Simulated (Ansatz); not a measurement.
Reaction (ligand exchange at the Sc–C bond): `[CH3][Sc]([CH3])[F]` + H–F → `[CH3][Sc]([F])[F]` + CH₄

Isolated molecules relaxed with PBE0-D4/def2-TZVP in Ansatz; ΔE leaves out vibrations. CBS: MP2 limit from def2 TZ/QZ plus the TZ coupled-cluster correction, frozen cores. This one scheme is used for every species. DFT in def2-TZVPP. HSE06 is defined as in plane-wave codes. For Sc outer-core shells are correlated without core-valence functions, which leaves a few kJ/mol of doubt a bond. Scalar relativity is left out up to krypton.

**Question.** Is it downhill or uphill in electronic energy at CCSD(T)/CBS, and by how much? (Best estimate.)

**Answer.** The calculation gave: Downhill: ΔE = -2.57 eV.

**Question.** What do these levels give: ωB97M-V, PBE, BLYP, HSE06, SCS-MP2/def2-TZVPP, HF/def2-QZVPP? (Best estimate.)

**Answer.** The calculation gave: ωB97M-V -2.69, PBE -2.72, BLYP -2.83, HSE06 -2.66, SCS-MP2/def2-TZVPP -2.70, HF/def2-QZVPP -2.79 eV.

Largest T1 diagnostic among the species: 0.016.

From PBE to PBE0 (25 % exact exchange), in def2-TZVPP and without D4, ΔE moves by +0.05 eV. At CCSD(T), def2-SVP lies −0.34 eV from the extrapolated value and def2-TZVPP −0.08 eV.
